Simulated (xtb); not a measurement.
LuF₃, SMILES [F][Lu]([F])[F]. All values are semi-empirical tight-binding results from xtb (GFN2-xTB unless named), good for trends rather than for accurate numbers. Coordinates come from a GFN2-xTB optimisation. The isomer is the one that the SMILES or the coordinates give; other isomers of the formula were not compared.

The geometry has at least one imaginary mode, so it is a saddle point at that level.

For metal compounds this method's bond lengths and energies can be far off.

Computed properties:
```yaml
point_group_as_xtb_finds_it: D3h
orbital_gap: 4.15 eV
```
